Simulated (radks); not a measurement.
Nb V, configuration [Kr] 4d1 (the NIST ground configuration). All-electron calculation, Dirac Kohn-Sham, BLYP, spin-unpolarised, spherical densities, point nucleus; open shells fill j = l - 1/2 first. Program: a radial shooting solver on a logarithmic mesh with Libxc functionals.

Normalised radial functions P(r) = r R(r) (large component), r in bohr:

```
   r/bohr * 4d3/2 (the largest magnitude, 0.796, reaches the edge; | marks zero)
 0.002731                             *
 0.004074                             *
 0.006078                             *
 0.009067                             *
  0.01353                             *
  0.02018                             *
   0.0301                             *
  0.04491                             |*
    0.067                             | *
  0.09995                             |    *
   0.1491                             |        *
   0.2224                             |            *
   0.3318                             |            *
    0.495                             |   *
   0.7385                *            |
    1.102  *                          |
    1.644  *                          |
    2.452              *              |
    3.658                         *   |
    5.457                             *
```

4d3/2: eigenvalue -43.448 eV, 1 radial node at r = 0.546 bohr, <r> = 1.61 bohr, 90 % of the charge inside 2.46 bohr.
